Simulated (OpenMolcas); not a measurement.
Re4+.

```json
{
  "Program": "OpenMolcas 26.06",
  "Basis": "ANO-RCC-VQZP [9s8p6d4f3g2h]",
  "Scalar Hamiltonian": "DKH2, point nucleus",
  "Active space": "3 electrons in 5 orbitals (5d)",
  "State averaging": "2S+1 = 4 even, 10 roots; 2S+1 = 2 even, 40 roots (28 in the spin-orbit step)",
  "Spin-orbit coupling": "state interaction with AMFI integrals over the reference wave functions, term energies averaged over their components"
}
```

Two sets of levels on these reference wave functions, in cm⁻¹ above 5d³ ⁴F_3/2: one from CASSCF and one from SS-CASPT2, IPEA 0.25 Eh, imaginary shift 0.1 Eh (closed shells correlated: 5s 5p).

```json
{"Level": "5d³ ⁴F_3/2", "Set 1": "0.0", "Set 2": "0.0"}
{"Level": "5d³ ⁴F_5/2", "Set 1": "4480", "Set 2": "4770"}
{"Level": "5d³ ⁴F_7/2", "Set 1": "8990", "Set 2": "9250"}
{"Level": "5d³ ⁴F_9/2 [64 %]", "Set 1": "12150", "Set 2": "11760"}
{"Level": "5d³ ⁴P_1/2 [71 %]", "Set 1": "16870", "Set 2": "14980"}
{"Level": "5d³ ²G_7/2", "Set 1": "21510", "Set 2": "19490"}
{"Level": "5d³ ²H_9/2 [57 %]", "Set 1": "21710", "Set 2": "19910"}
{"Level": "5d³ ⁴P_5/2", "Set 1": "23530", "Set 2": "21920"}
```

Problem. Which set is which?

Solution. Set 2 is SS-CASPT2. Its levels of the other terms of 5d³ lie at 0.89 to 0.93 of the other set's values, as expected, since terms of lower spin or lower L gain more correlation energy than the Hund ground term. Against 7 measured levels (the list in Brasseur, Gamrath and Quinet, At. Data Nucl. Data Tables 157, 101636 (2024)) the mean absolute deviation is 380 cm-1 with it and 1400 cm-1 without; single levels miss by up to 1000 cm-1 with it.

CASPT2 breaks the degeneracy within a term, and the mean is taken; among the terms shown or strongly mixed into the levels shown the widest spread is 1200 cm-1 (5d³ ²H, SS-CASPT2). Some high roots are left out of the spin-orbit mixing, which shifts the levels that they would mix with. Without dynamic correlation excited terms often stand tens of per cent too high (terms of higher spin than the ground term too low), and those without a measured partner can miss by more than the paired ones (holds for CASSCF). The CASPT2 spread within a term exceeds the gap to the next term for 5d³ ²P and 5d³ ²H, 5d³ ²H and 5d³ ²D, so the order of their levels is uncertain (holds for SS-CASPT2). Computed and measured levels are paired by configuration, term and J; levels that our copy of the source lacks, or whose pairing is in doubt (as where it misses far off the trend of its configuration), stay unpaired and out of the deviations. Only configurations of the active space appear. The table leaves out levels that lie high or whose names do not pair safely across all columns.

A share in square brackets marks a mixed level and gives the weight of the term that names it, the lowest over the columns.
